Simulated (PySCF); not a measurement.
A calculated (r2SCAN0, PySCF 2.14, aug-cc-pVTZ-X2C, scalar relativity by spin-free X2C-1e) atom or ion has these occupied shells.

```json
{"shell": "1s", "electrons": "2", "orbital energy (eV)": "-16029.8", "rms radius, mean of both spins (bohr)": "0.0451"}
{"shell": "2s", "electrons": "2", "orbital energy (eV)": "-2208.2", "rms radius, mean of both spins (bohr)": "0.187"}
{"shell": "2p", "electrons": "6", "orbital energy (eV)": "-1961.0", "rms radius, mean of both spins (bohr)": "0.166"}
{"shell": "3s", "electrons": "2", "orbital energy (eV)": "-364.55", "rms radius, mean of both spins (bohr)": "0.525"}
{"shell": "3p", "electrons": "6", "orbital energy (eV)": "-283.44", "rms radius, mean of both spins (bohr)": "0.537"}
{"shell": "3d", "electrons": "10", "orbital energy (eV)": "-149.70", "rms radius, mean of both spins (bohr)": "0.548"}
{"shell": "4s", "electrons": "2", "orbital energy (eV)": "-58.761", "rms radius, mean of both spins (bohr)": "1.45"}
{"shell": "4p", "electrons": "6", "orbital energy (eV)": "-38.884", "rms radius, mean of both spins (bohr)": "1.66"}
```

**Question.** Name the element and its charge.

**Answer.** Sr²⁺ (strontium, charge +2), in [Kr], closed-shell 1S.
